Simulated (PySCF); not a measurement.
C5H7FO2.
SMILES with atom numbers: `[O:1]=[C:2]1[CH2:3][C@H:4]([CH2:5][CH2:6][F:7])[O:8]1` (hydrogens: H9, H10 on C3; H11 on C4; H12, H13 on C5; H14, H15 on C6)

Level of theory: PBE0-D3(BJ)/def2-SVP geometry optimisation, gas phase (PySCF 2.14.0).

(1) List the bond lengths, angles and torsions at this level.

Answers

(1) 
```csv
bond,length (pm)
O1=C2,118.5
C2–C3,151.8
C3–C4,153.2
C4–C5,151.0
C5–C6,151.0
C6–F7,137.7
C4–O8,145.1
C2–O8,136.4
C3–H9,109.8
C3–H10,109.9
C4–H11,110.2
C5–H12,110.3
C5–H13,110.3
C6–H14,110.2
C6–H15,110.5
```

A selection of angles:
```csv
angle,degrees
O1–C2–C3,138.1
O1–C2–O8,127.7
C3–C2–O8,94.2
C2–C3–C4,83.4
C3–C4–C5,118.1
C3–C4–O8,90.2
C5–C4–O8,111.5
C4–C5–C6,113.0
C5–C6–F7,110.4
C2–O8–C4,92.2
```

Dihedral angles: O1–C2–C3–C4 179° (antiperiplanar); C2–C3–C4–C5 115° (anticlinal); C3–C4–C5–C6 76° (synclinal); C4–C5–C6–F7 -61° (synclinal); C3–C4–O8–C2 0° (synperiplanar); O1–C2–O8–C4 -179° (antiperiplanar).

The C–O distances run from 1.185 Å (O1=C2, drawn double) to 1.451 Å (C4–O8, drawn single), a spread of 0.266 Å. The 4 C–C bonds span 1.510 Å (C4–C5, drawn single) to 1.532 Å (C3–C4, drawn single), a spread of 0.022 Å. Of the pairs four or more bonds apart, C3···F7 is among the closest relative to their van der Waals radii: 3.01 Å, 95 % of the sum of Bondi's values. The 4-membered ring C2–C3–C4–O8 has internal angles of 83.4° to 94.2°; it is planar, 0.00 Å rms from its mean plane, widest ring torsion 0°.

Point group: C1 (no symmetry element, even within 0.4 Å). Stationary, but not proved a minimum. One conformer, not necessarily the lowest.
